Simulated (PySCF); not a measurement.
A calculated (BP86, PySCF 2.14, cc-pV(D+d)Z, no relativity, point nucleus) atom or ion has these occupied shells.

```tsv
shell	electrons	orbital energy (eV)	rms radius, mean of both spins (bohr)
1s	2	-1518.2	0.140
2s	2	-116.36	0.684
2p	6	-78.383	0.680
3s	2	-14.944	2.57
```

Question: Name the element and its charge.

Answer: Al+ (aluminium, charge +1), in [Ne] 3s2, closed-shell 1S.
